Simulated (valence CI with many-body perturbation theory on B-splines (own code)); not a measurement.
## E1 line list for Pb74+

Level of theory: valence CI with perturbative core correlation (CI+MBPT): six valence electrons over a frozen Dirac-Fock core [He], a basis of 9 s, 9 p, 8 d, 6 f, 3 g, 1 h functions for each j, with the one-electron correlation potential Σ1, the two-electron term Σ2, the three-electron term Σ3, Breit, model QED; selected CI, second order for the rest, scaled by the run's own slope (own B-spline code, finite nucleus).

The last digits are not significant, and no measured levels were compared; by estimate large intervals hold to a few tenths of a per cent, small ones and those within an open d or f shell to about a per cent. Among the levels kept, up to 1900 cm⁻¹ of a level comes from second order outside the variational space, and about a tenth of that is noise between levels of different J, which matters for small intervals.

Lines 1 to 50 of 220 in falling wavelength, among levels below 1000.53 Ry, chosen from the strongest by gf and those to the six lowest levels. Wavelengths and rates use the calculated energies. Electric multipoles are in the length gauge with retardation, E1 and E2 with the static RPA response of the core. Weak lines are less certain than strong ones. Lines between different terms over intervals too small for the method are left out, as are lines whose strength nearly cancels. The highest levels of a list are the least certain.

Levels are named by their leading jj configuration (3d3/2^4 stands for four electrons in 3d with j = 3/2), which in mixed levels can hold well under half, so a name can repeat and another be missing. Letters in brackets count levels of one name in rising energy.

```
λ vac (nm)                               Upper                            Lower   A (s⁻¹)  S (a.u.) with core polarisation  S without
     14.42      (2s^2 2p1/2^2 2p3/2 3d3/2) J=1   (2s^2 2p1/2^2 2p3/2 3p3/2) J=0  2.09e+08                         9.27e-04   9.27e-04
     12.02      (2s^2 2p1/2^2 2p3/2 3d3/2) J=2   (2s^2 2p1/2^2 2p3/2 3p3/2) J=2  3.64e+08                         1.56e-03   1.56e-03
     11.87  (2s 2p1/2^2 2p3/2^2 3p1/2) J=1 [a]      (2s 2p1/2^2 2p3/2^2 3s) J=0  2.71e+09                         6.71e-03   6.71e-03
     11.07      (2s^2 2p1/2^2 2p3/2 3d3/2) J=3   (2s^2 2p1/2^2 2p3/2 3p3/2) J=2  1.45e+08                         6.80e-04   6.80e-04
     10.93  (2s^2 2p1/2 2p3/2^2 3p1/2) J=2 [a]  (2s^2 2p1/2 2p3/2^2 3s) J=2 [b]  2.65e+08                         8.55e-04   8.55e-04
     10.63      (2s^2 2p1/2^2 2p3/2 3d3/2) J=1   (2s^2 2p1/2^2 2p3/2 3p3/2) J=2  9.40e+08                         1.67e-03   1.67e-03
     10.54  (2s 2p1/2^2 2p3/2^2 3p1/2) J=2 [a]  (2s 2p1/2^2 2p3/2^2 3s) J=2 [a]  2.48e+09                         7.16e-03   7.16e-03
     10.48      (2s 2p1/2^2 2p3/2^2 3p1/2) J=3  (2s 2p1/2^2 2p3/2^2 3s) J=2 [a]  6.60e+09                         2.63e-02   2.63e-02
     10.00  (2s^2 2p1/2 2p3/2^2 3p1/2) J=2 [a]      (2s^2 2p1/2 2p3/2^2 3s) J=3  2.64e+09                         6.52e-03   6.52e-03
     9.818  (2s^2 2p1/2 2p3/2^2 3p1/2) J=1 [a]  (2s^2 2p1/2 2p3/2^2 3s) J=1 [a]  2.40e+09                         3.37e-03   3.37e-03
     9.575      (2s^2 2p1/2 2p3/2^2 3p1/2) J=3  (2s^2 2p1/2 2p3/2^2 3s) J=2 [b]  8.69e+09                         2.64e-02   2.64e-02
     9.425  (2s 2p1/2^2 2p3/2^2 3p1/2) J=1 [b]  (2s 2p1/2^2 2p3/2^2 3s) J=2 [b]  1.38e+10                         1.72e-02   1.72e-02
     9.311  (2s 2p1/2^2 2p3/2^2 3p1/2) J=2 [b]  (2s 2p1/2^2 2p3/2^2 3s) J=2 [b]  8.66e+09                         1.73e-02   1.73e-02
     9.242      (2s^2 2p1/2^2 2p3/2 3p1/2) J=1      (2s^2 2p1/2^2 2p3/2 3s) J=1  3.16e+09                         3.69e-03   3.69e-03
     9.237  (2s^2 2p1/2 2p3/2^2 3p1/2) J=2 [a]  (2s^2 2p1/2 2p3/2^2 3s) J=1 [a]  6.62e+09                         1.29e-02   1.29e-02
     9.233  (2s^2 2p1/2 2p3/2^2 3p1/2) J=1 [b]  (2s^2 2p1/2 2p3/2^2 3s) J=1 [b]  1.18e+10                         1.37e-02   1.37e-02
     9.176      (2s^2 2p1/2^2 2p3/2 3p1/2) J=2      (2s^2 2p1/2^2 2p3/2 3s) J=1  9.14e+09                         1.74e-02   1.74e-02
     9.085      (2s^2 2p1/2^2 2p3/2 3d3/2) J=2   (2s^2 2p1/2^2 2p3/2 3p3/2) J=1  1.18e+09                         2.18e-03   2.18e-03
     9.032      (2s^2 2p1/2^2 2p3/2 3d3/2) J=2   (2s^2 2p1/2^2 2p3/2 3p3/2) J=3  8.08e+08                         1.47e-03   1.47e-03
     8.999  (2s^2 2p1/2 2p3/2^2 3p1/2) J=1 [b]      (2s^2 2p1/2 2p3/2^2 3s) J=0  6.47e+09                         6.98e-03   6.99e-03
     8.877  (2s 2p1/2^2 2p3/2^2 3p1/2) J=1 [b]  (2s 2p1/2^2 2p3/2^2 3s) J=1 [b]  3.48e+09                         3.60e-03   3.60e-03
     8.855      (2s^2 2p1/2 2p3/2^2 3p1/2) J=3      (2s^2 2p1/2 2p3/2^2 3s) J=3  9.00e+09                         2.16e-02   2.16e-02
     8.838  (2s^2 2p1/2 2p3/2^2 3p1/2) J=1 [a]  (2s^2 2p1/2 2p3/2^2 3s) J=2 [a]  1.67e+10                         1.70e-02   1.70e-02
     8.776  (2s 2p1/2^2 2p3/2^2 3p1/2) J=2 [b]  (2s 2p1/2^2 2p3/2^2 3s) J=1 [b]  1.08e+10                         1.81e-02   1.81e-02
     8.577      (2s^2 2p1/2^2 2p3/2 3p1/2) J=1      (2s^2 2p1/2^2 2p3/2 3s) J=2  1.88e+10                         1.76e-02   1.76e-02
     8.521      (2s^2 2p1/2^2 2p3/2 3p1/2) J=2      (2s^2 2p1/2^2 2p3/2 3s) J=2  1.19e+10                         1.82e-02   1.82e-02
     8.483      (2s^2 2p1/2^2 2p3/2 3d3/2) J=3   (2s^2 2p1/2^2 2p3/2 3p3/2) J=3  3.38e+09                         7.14e-03   7.14e-03
     8.392  (2s 2p1/2^2 2p3/2^2 3p1/2) J=1 [a]  (2s 2p1/2^2 2p3/2^2 3s) J=1 [a]  1.70e+10                         1.49e-02   1.49e-02
     8.365  (2s^2 2p1/2 2p3/2^2 3p1/2) J=2 [a]  (2s^2 2p1/2 2p3/2^2 3s) J=2 [a]  9.93e+09                         1.43e-02   1.43e-02
     8.334      (2s 2p1/2^2 2p3/2^2 3p1/2) J=0  (2s 2p1/2^2 2p3/2^2 3s) J=1 [a]  2.51e+10                         7.17e-03   7.17e-03
     8.269      (2s^2 2p1/2^2 2p3/2 3d3/2) J=1   (2s^2 2p1/2^2 2p3/2 3p3/2) J=1  7.50e+08                         6.28e-04   6.28e-04
     8.108  (2s 2p1/2^2 2p3/2^2 3p1/2) J=2 [a]      (2s 2p1/2^2 2p3/2^2 3s) J=3  2.16e+10                         2.85e-02   2.85e-02
     8.077      (2s 2p1/2^2 2p3/2^2 3p1/2) J=3      (2s 2p1/2^2 2p3/2^2 3s) J=3  1.30e+10                         2.37e-02   2.37e-02
     7.966      (2s^2 2p1/2^2 2p3/2 3d3/2) J=0   (2s^2 2p1/2^2 2p3/2 3p3/2) J=1  4.47e+09                         1.11e-03   1.11e-03
     7.546      (2s^2 2p1/2 2p3/2^2 3p1/2) J=3  (2s^2 2p1/2 2p3/2^2 3s) J=2 [a]  3.06e+08                         4.55e-04   4.55e-04
     6.921  (2s^2 2p1/2 2p3/2^2 3p1/2) J=2 [b]  (2s^2 2p1/2 2p3/2^2 3s) J=2 [b]  9.22e+09                         7.55e-03   7.55e-03
     6.537  (2s^2 2p1/2 2p3/2^2 3p1/2) J=2 [b]      (2s^2 2p1/2 2p3/2^2 3s) J=3  3.20e+10                         2.20e-02   2.20e-02
     6.462      (2s^2 2p1/2 2p3/2^2 3p1/2) J=0  (2s^2 2p1/2 2p3/2^2 3s) J=1 [b]  5.76e+10                         7.66e-03   7.67e-03
     6.200  (2s^2 2p1/2 2p3/2^2 3p1/2) J=2 [b]  (2s^2 2p1/2 2p3/2^2 3s) J=1 [a]  8.48e+09                         4.99e-03   4.99e-03
     5.795  (2s^2 2p1/2 2p3/2^2 3p1/2) J=2 [b]  (2s^2 2p1/2 2p3/2^2 3s) J=2 [a]  7.67e+09                         3.68e-03   3.69e-03
     5.148  (2s 2p1/2^2 2p3/2^2 3p1/2) J=1 [b]  (2s 2p1/2^2 2p3/2^2 3s) J=2 [a]  3.48e+09                         7.02e-04   7.03e-04
     5.114  (2s 2p1/2^2 2p3/2^2 3p1/2) J=2 [b]  (2s 2p1/2^2 2p3/2^2 3s) J=2 [a]  2.10e+09                         6.93e-04   6.93e-04
     4.502      (2s^2 2p1/2^2 2p3/2 3d5/2) J=2   (2s^2 2p1/2^2 2p3/2 3p3/2) J=2  5.36e+10                         1.21e-02   1.21e-02
     4.468      (2s^2 2p1/2^2 2p3/2 3d5/2) J=1   (2s^2 2p1/2^2 2p3/2 3p3/2) J=0  7.82e+10                         1.03e-02   1.03e-02
     4.236      (2s^2 2p1/2^2 2p3/2 3d5/2) J=3   (2s^2 2p1/2^2 2p3/2 3p3/2) J=2  1.49e+11                         3.90e-02   3.90e-02
     4.187      (2s^2 2p1/2^2 2p3/2 3d5/2) J=4   (2s^2 2p1/2^2 2p3/2 3p3/2) J=3  1.87e+11                         6.10e-02   6.10e-02
     4.024      (2s^2 2p1/2^2 2p3/2 3d5/2) J=1   (2s^2 2p1/2^2 2p3/2 3p3/2) J=2  9.72e+09                         9.37e-04   9.38e-04
     4.016      (2s^2 2p1/2^2 2p3/2 3d5/2) J=2   (2s^2 2p1/2^2 2p3/2 3p3/2) J=1  1.31e+11                         2.09e-02   2.09e-02
     4.005      (2s^2 2p1/2^2 2p3/2 3d5/2) J=2   (2s^2 2p1/2^2 2p3/2 3p3/2) J=3  5.62e+09                         8.91e-04   8.91e-04
     3.794      (2s^2 2p1/2^2 2p3/2 3d5/2) J=3   (2s^2 2p1/2^2 2p3/2 3p3/2) J=3  4.38e+10                         8.27e-03   8.27e-03
```
